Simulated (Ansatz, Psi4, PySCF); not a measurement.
Dimer: N2 (SMILES N#N) (first 2 atoms) with PH3 (SMILES P); geometry from B3LYP-D3(BJ)/def2-TZVP, rigid monomers moved along the line of their centres of mass till N2···H6 is 3.77 Å.
(charge 0, multiplicity 1):
```xyz
6

N     -0.4741     0.5288    -0.2586
N      0.5442     0.1394    -0.2948
P      0.2006    -0.2865     4.2173
H     -0.7854    -0.9028     3.4046
H     -0.0049     0.9927     3.6395
H      1.2556    -0.6105     3.3260
```

Interaction energies are E(AB) − E(A) − E(B) at the monomers' geometry in the complex; basis-set methods are counterpoise corrected. Rows marked so take none.

Frozen-core correlation. CBS(a, b) extrapolates the correlation energy as X⁻³ and adds the Hartree–Fock energy of set b. Rows in 3-21G, 6-31G*, STO-3G carry no dispersion term and start afresh at each structure (6-31G* with six Cartesian d functions).

Codes used: Ansatz (Gaussian basis) for Hartree–Fock, density functionals and correlated methods; Psi4 for SAPT; PySCF for 3-21G rows, 6-31G* rows, STO-3G rows, the dispersion terms. Values without a source in brackets are computed.

| level | interaction energy (kJ/mol) |
|---|---|
| HF/STO-3G (no counterpoise) | 0.2 |
| HF/aug-cc-pV(T+d)Z | 0.4 |
| B3LYP/3-21G (no counterpoise) | 0.2 |
| B3LYP/def2-TZVPPD | 0.7 |
| B3LYP-D3(BJ)/def2-TZVPPD | -1.4 |
| PBE0-D3(BJ)/def2-TZVPPD | -2.0 |
| M06-2X/6-31G* (no counterpoise) | -1.7 |
| CCSD(T)/CBS(aug-cc-pV(D+d)Z, aug-cc-pV(T+d)Z) | -1.4 |
| SAPT0/jun-cc-pV(D+d)Z | … |

Question: Some entries are withheld; supply them.

Answer: 
- SAPT0/jun-cc-pV(D+d)Z, interaction energy (kJ/mol): -0.7

Ansatz is a first-principles code.
